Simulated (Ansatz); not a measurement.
The first iterations of a band of Al$_{2}$H$_{5}$NO$_{2}$ (10 atoms, charge 0, multiplicity 1).

These are results of Ansatz 0.2.0, RKS PBE/def2-SVP, not measurements.

```
movable images  : 4
climbing image  : no
spring          : 5.0 eV/Å²
optimiser       : quadratic models (default)
start path      : through a guess of the saddle point
force threshold : 0.05 eV/Å
iteration limit : 60
end points      : relaxed
```

Initial state:

```xyz
10
Properties=species:S:1:pos:R:3
O -0.617 -0.512 2.518
Al 0.171 -0.189 1.024
O 1.870 0.032 1.040
N -0.676 -0.074 -0.563
Al -0.080 0.402 -2.199
H -1.575 -0.606 2.624
H 2.357 0.006 1.879
H -1.675 -0.320 -0.540
H -1.132 0.353 -3.407
H 1.440 0.858 -2.373
```

Final state:

```xyz
10
Properties=species:S:1:pos:R:3
O -1.159 -0.475 1.487
Al 0.078 0.158 0.450
O 1.781 0.194 0.782
N -0.141 -0.692 -1.259
Al -0.749 1.102 -2.113
H -1.329 -0.134 2.378
H 2.166 0.691 1.518
H -0.849 -1.441 -1.290
H -0.433 1.635 -0.281
H 0.718 -1.090 -1.668
```

| iteration | highest image above the first end (eV) | largest band force component (eV/Å) |
| --- | --- | --- |
| 1 | 8.510 | 32.491 |
| 2 | 3.493 | 5.502 |
| 3 | 2.753 | 1.831 |
| 4 | 2.330 | 1.513 |
| 5 | 1.981 | 1.437 |
| 6 | 1.804 | 1.499 |

Problem. Does the band converge within its limit, and where does its top end?

Solution. The run converged. It ended after 20 iterations with the highest image 1.692 eV above the first end. Neighbouring images differ by up to 1.6 eV, so the band resolves the path poorly. No image climbed, so the highest image needn't sit at the top of the path. A band with more images between the same ends climbed to 2.76 eV, so this one has probably stepped over the top. The orbitals stay closed-shell, which can raise the energy where a bond breaks towards radicals; this wasn't checked here.

Time of the run: 110 s on 2 threads of Intel(R) Xeon(R) Platinum 8488C (Sapphire Rapids), on a shared host, peak memory 0.16 GiB.
